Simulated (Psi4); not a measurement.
Psi4 input (wB97X-D/6-31G*):

```
memory 1500 MB

molecule {
-1 1
C    -2.42378400    0.00527500    0.16041100
C    -1.07798600    0.30311100    0.19688400
C     0.02692800   -0.53967800    0.33311300
Cl    1.62681300    0.10845800   -0.28493400
H    -3.16491000    0.78839500    0.26682200
H    -2.78352000   -1.01914500    0.18236000
H    -0.82792600    1.36565500    0.17773600
H    -0.03040700   -1.59094200    0.07451700
symmetry c1
no_reorient
no_com
}

set {
  basis 6-31G*
  reference rks
  scf_type pk
  dft_radial_points 99
  dft_spherical_points 590
  e_convergence 1e-8
  d_convergence 1e-7
  maxiter 150
}

e = energy('wb97x-d')
print_out(f'\nFINAL {e:.10f} DIPOLE {variable("CURRENT DIPOLE")[0]:.6f} {variable("CURRENT DIPOLE")[1]:.6f} {variable("CURRENT DIPOLE")[2]:.6f}\n')
```

From the output:

```
      51A      1.382725    52A      1.459658    53A      1.605665
      54A      1.734920    55A      1.841404    56A      2.032605
      57A      2.116644    58A      2.176759    59A      2.244999
      60A      2.316476    61A      2.339486    62A      2.505041
      63A      2.538830    64A      2.631083    65A      2.803717
      66A      2.809372    67A      3.079723    68A      3.233340
      69A      4.385070    70A      4.464519    71A      4.595289
      72A      4.720892

    Final Occupation by Irrep:
              A
    DOCC [    20 ]
    NA   [    20 ]
    NB   [    20 ]

  @RKS Final Energy:  -576.80189414082429

   => Energetics <=

    Nuclear Repulsion Energy =            131.5284365714371972
    One-Electron Energy =               -1061.3311581693822063
    Two-Electron Energy =                 385.8716906776416522
    DFT Exchange-Correlation Energy =     -32.8689150977603646
    Empirical Dispersion Energy =          -0.0019481227604722
    VV10 Nonlocal Energy =                  0.0000000000000000
    Total Energy =                       -576.8018941408241744

Computation Completed

Properties will be evaluated at   0.000000,   0.000000,   0.000000 [a0]

Properties computed using the SCF density matrix

 Multipole Moments:

 ------------------------------------------------------------------------------------
     Multipole            Electronic (a.u.)      Nuclear  (a.u.)        Total (a.u.)
 ------------------------------------------------------------------------------------

 L = 1.  Multiply by 2.5417464519 to convert [e a0] to [Debye]
 Dipole X            :          0.5630844            0.0000113            0.5630958
 Dipole Y            :          0.1332564           -0.0000057            0.1332507
 Dipole Z            :         -0.2925452            0.0000094           -0.2925357
 Magnitude           :                                                    0.6483901

 ------------------------------------------------------------------------------------

FINAL -576.8018941408 DIPOLE 0.563096 0.133251 -0.292536

*** Psi4 exiting successfully. Buy a developer a beer!
```

The dipole moment of an ion depends on the origin.

The geometry given is a B3LYP-D3(BJ)/def2-TZVP minimum.
